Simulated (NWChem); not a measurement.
Molecule: CH$_{6}$O$_{3}$Si; SMILES OC[SiH](O)O

```xyz
11

O      0.2485    -1.8068     0.7063
C     -0.7946    -1.1345     0.0194
Si    -0.0612     0.5475    -0.4430
O      1.5805     0.3225    -0.4357
O     -0.5985     1.6161     0.7122
H     -0.0620    -2.6713     0.9927
H     -1.6928    -0.9950     0.6506
H     -1.1132    -1.6808    -0.8908
H     -0.4481     1.0378    -1.7949
H      1.7872    -0.4654     0.0896
H     -0.2815     2.5216     0.6453
```
Atoms are numbered in this order, from 1.

Level: PBE0/def2-SVP (NWChem), optimised geometry, unscaled harmonic frequencies. 

List the harmonic frequencies with IR intensities, and the thermochemistry.


```
frequency (cm⁻¹)  IR intensity (km/mol)
----------------  ---------------------
59                                  2.5
193                                62.5
205                                22.5
223                                74.0
281                                60.7
345                                68.7
425                                75.9
472                                86.3
641                                10.5
724                               118.7
793                                 4.1
826                               107.7
869                                22.2
908                                50.0
969                               355.0
995                               199.2
1094                               62.6
1176                               47.4
1229                                5.6
1358                               16.8
1474                                5.6
2254                              163.7
3009                               32.0
3069                               26.6
3818                              141.6
3887                               49.8
3933                              100.1
```

| Quantity | Result |
|---|---|
| zero-point energy | 50.3 kcal/mol |
| thermal correction to the enthalpy at 298.15 K (with zero-point energy) | 55.5 kcal/mol |
| heat capacity Cv | 25.2 cal/(mol K) |
| entropy at 298.15 K and 1 atm (symmetry number 1) | 82.7 cal/(mol K) |
| dipole moment | 1.82 D |

Rigid rotor and harmonic oscillator; modes under 100 cm⁻¹ make the entropy uncertain.
